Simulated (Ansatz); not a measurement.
Geometry optimisation, RKS PBE0/def2-SVP in Ansatz.

The input (input.yaml):

```yaml
crystal:
  periodic: [false, false, false]
  atoms:
    - { symbol: Al, position_ang: [0.024452, 0.14628, 0.025002] }
    - { symbol: F, position_ang: [-0.099809, 0.395619, 1.673153] }
    - { symbol: F, position_ang: [1.497347, 0.231401, -0.703876] }
    - { symbol: F, position_ang: [-1.341077, -0.018114, -0.878291] }
    - { symbol: P, position_ang: [0.19671, -3.077803, 1.299269] }
    - { symbol: H, position_ang: [-0.712749, -2.9494, 0.202561] }
    - { symbol: H, position_ang: [1.353714, -2.800184, 0.507203] }
    - { symbol: H, position_ang: [0.038912, -1.727399, 1.736579] }
basis:
  gaussian: { orbitals: def2-SVP }
hamiltonian:
  xc: pbe0
relax:
  f_tol: 0.03
  max_steps: 50
```

Launched with:

```bash
$ ansatz run input.yaml --threads 2 --pin off --max-ram 3072MiB --backend cpu --events-out ev --progress --plain --runs-dir out
```

Question: Where does it end, and by what steps?

Answer: It converged. After 10 steps the energy has fallen by 0.186 eV; H7 moved furthest, 0.52 Å.

```tsv
step	energy less start (eV)	largest force component (eV/Å)	accepted
0	0.0000	0.657	yes
1	0.0529	1.183	no
2	-0.0256	0.708	yes
3	-0.0745	0.414	yes
4	-0.1340	0.241	yes
5	-0.1687	0.331	yes
6	-0.1793	0.187	yes
7	-0.1840	0.125	yes
8	-0.1852	0.037	yes
9	-0.1854	0.050	yes
10	-0.1856	0.016	yes
```

```xyz
8
Properties=species:S:1:pos:R:3
Al 0.058 -0.204 0.134
F -0.134 0.506 1.620
F 1.553 -0.153 -0.581
F -1.278 -0.405 -0.826
P 0.221 -2.918 1.063
H -0.801 -2.495 0.155
H 1.292 -2.311 0.334
H 0.047 -1.819 1.964
```

Whether the end is a true minimum wasn't checked by a vibrational analysis.

The run took 24 s on 2 threads of Arm Neoverse V2 (shared host), peak memory 0.19 GiB.
